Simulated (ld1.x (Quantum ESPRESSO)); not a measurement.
**chlorine: excitation energies, all-electron against TM**

ld1.x (Quantum ESPRESSO) 7.5 input, shortened:

```
&input
   title='Cl', zed=17., rel=0, dft='PBESOL', iswitch=3,
   config='[Ne] 3s2 3p4.75'
 /
 &inputp
   pseudotype=2, tm=.true., lloc=-1, rcloc=0.80,
   nlcc=.true., new_core_ps=.true., rcore=1.00
 /
2
3S  1  0   2.00   0.00  1.05  1.05  0.0
3P  2  1   4.75   0.00  1.35  1.35  0.0
 &test
   configts(1)='3s2 3p4.75'
 /
```

Energies are relative to the spin-unpolarised reference configuration 3s2 3p4.75; without spin polarisation the order of configurations can differ from experiment.

| valence configuration | charge | ΔE all-electron (eV) | error AE − PS (meV) |
| --- | --- | --- | --- |
| 3s2 3p5 | 0 | -2.460 | +0.1 |
| 3s2 3p4 | +1 | 11.390 | +1.2 |
| 3s2 3p3 | +2 | 36.800 | +7.4 |
| 3s2 3p5.3 | -0.3 | -4.593 | +0.5 |
| 3s2 3p1 | +4 | 127.252 | +23 |
| 3s1 3p6 | 0 | 9.473 | -1.7 |

(1) What are ΔE and the potential's error for 3s2 3p2?

Levels in the configuration 3s2 3p2:

| level | all-electron (eV) | pseudo (eV) |
| --- | --- | --- |
| 3s | -58.563 | -58.521 |
| 3p | -45.061 | -45.050 |

Note: ghost state, extra bound levels that the all-electron valence spectrum of the same l lacks: s at -48.9 eV. A true bound ghost makes a file unfit for plane-wave use.

Answers

(1) ΔE = 75.061 eV all-electron; the error (AE − PS) is +18 meV.
